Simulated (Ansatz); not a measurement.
Job for Ansatz (a quantum-chemistry and plane-wave program): R-CCSD(T)/def2-SVP on CH4OPb (SMILES C[O][PbH]), a point of a torsion scan. Elements past Kr take the def2 small-core potentials; no spin–orbit coupling. The run froze 11 orbitals, filled d shells among them.

Ansatz 0.2 input:
```yaml
crystal:
  periodic: [false, false, false]
  atoms:
    - {symbol: C, position_ang: [-0.87703485, -0.18020370, 0.04361448]}
    - {symbol: O, position_ang: [0.03497327, 0.84766194, -0.06902675]}
    - {symbol: Pb, position_ang: [2.19412073, 0.94206276, -0.23866496]}
    - {symbol: H, position_ang: [-0.52372011, -1.13020116, -0.39033386]}
    - {symbol: H, position_ang: [-1.80758989, 0.10096642, -0.46670973]}
    - {symbol: H, position_ang: [-1.11512268, -0.36034350, 1.10113398]}
    - {symbol: H, position_ang: [2.28621774, 2.58217442, 0.60023678]}
basis:
  gaussian:
    orbitals: def2-SVP
magnetization: {spin_polarized: false}
correlation: {method: ccsd_t, electrons: outside_noble_gas}
scf: {lower_state_search: off}
```

The head of its log:

```
WARN ansatz: RAYON_NUM_THREADS=1 ignored (pool sized by the plan → 1); use --threads N
Functional definition: HF
these checks for a lower state are left out or cut short: stability, starts, cluster_reference, orbital_swaps, neighbouring_geometries, increment
integrals: 0.06 GiB planned
828 factors; integrals over basis functions are off by at most 1.2e-3 eV
mean field: 0.18 GiB planned
mean field evaluation 1: about -8344.3307 eV, gradient 3.6e1 eV
mean field evaluation 2: about -8344.4232 eV, gradient 3.6e1 eV
mean field evaluation 4: about -8347.3874 eV, gradient 3.0e0 eV
mean field evaluation 8: about -8347.4294 eV, gradient 2.0e-1 eV
mean field -8347.42984886 eV, -306.7623888543 hartree, gradient 3.0e-6 eV, S^2 0.000000; 0 other end points of the search recorded, 0 dependent functions left out
11 core orbitals not correlated, not the lowest: weight in the atoms' cores, before any rotation towards them, 0.946 or more for the frozen orbitals, at most 0.056 for the correlated occupied ones
reference -8347.42984886 eV, -306.7623888543 hartree; 9, 9 occupied and 54, 54 virtual orbitals, 828 factors
```

What total energy does the run end on?

-307.2047 hartree (reference determinant -306.7624, T1 diagnostic 0.026).
